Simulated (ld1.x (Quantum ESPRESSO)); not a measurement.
# Reading a pseudo-wave (Mn)

Columns: radius, all-electron u(r) and pseudo u(r) of the 4p shell (level -1.50 eV) of manganese in the configuration [Ar] 3d5 4s2 4p0; LDA (PZ), non-relativistic, PAW scheme, ld1.x (Quantum ESPRESSO) 7.5.

```json
{"r (bohr)": "0.158", "all-electron": "0.1068", "pseudo": "0.0028"}
{"r (bohr)": "0.315", "all-electron": "-0.0076", "pseudo": "0.0111"}
{"r (bohr)": "0.473", "all-electron": "-0.1352", "pseudo": "0.0249"}
{"r (bohr)": "0.630", "all-electron": "-0.1832", "pseudo": "0.0437"}
{"r (bohr)": "0.788", "all-electron": "-0.1637", "pseudo": "0.0676"}
{"r (bohr)": "0.945", "all-electron": "-0.1057", "pseudo": "0.0958"}
{"r (bohr)": "1.102", "all-electron": "-0.0311", "pseudo": "0.1278"}
{"r (bohr)": "1.260", "all-electron": "0.0477", "pseudo": "0.1633"}
{"r (bohr)": "1.418", "all-electron": "0.1232", "pseudo": "0.2011"}
{"r (bohr)": "1.575", "all-electron": "0.1917", "pseudo": "0.2401"}
{"r (bohr)": "1.732", "all-electron": "0.2524", "pseudo": "0.2795"}
{"r (bohr)": "1.890", "all-electron": "0.3053", "pseudo": "0.3183"}
{"r (bohr)": "2.047", "all-electron": "0.3500", "pseudo": "0.3550"}
{"r (bohr)": "2.205", "all-electron": "0.3876", "pseudo": "0.3888"}
{"r (bohr)": "2.362", "all-electron": "0.4183", "pseudo": "0.4184"}
{"r (bohr)": "2.520", "all-electron": "0.4432", "pseudo": "0.4432"}
{"r (bohr)": "2.678", "all-electron": "0.4625", "pseudo": "0.4625"}
{"r (bohr)": "2.835", "all-electron": "0.4770", "pseudo": "0.4770"}
{"r (bohr)": "2.992", "all-electron": "0.4872", "pseudo": "0.4872"}
{"r (bohr)": "3.150", "all-electron": "0.4936", "pseudo": "0.4936"}
{"r (bohr)": "3.308", "all-electron": "0.4967", "pseudo": "0.4967"}
{"r (bohr)": "3.465", "all-electron": "0.4969", "pseudo": "0.4969"}
{"r (bohr)": "3.622", "all-electron": "0.4946", "pseudo": "0.4946"}
{"r (bohr)": "3.780", "all-electron": "0.4901", "pseudo": "0.4901"}
{"r (bohr)": "3.938", "all-electron": "0.4838", "pseudo": "0.4838"}
{"r (bohr)": "4.095", "all-electron": "0.4758", "pseudo": "0.4758"}
```

Problem. How many radial nodes do the two functions have?

Solution. The all-electron 4p function has n − l − 1 = 2; the pseudo-wave has 0, since the states of the same l below it are removed with the core.

Problem. At about which radius was the pseudo-wave matched?

Solution. 2.45 bohr, where the columns begin to agree (steps of 0.16 bohr).

Problem. Is the pseudo-wave norm-conserving?

Solution. No, it belongs to a PAW set: the norm inside the radius is not constrained, and the difference is carried by the augmentation charge.
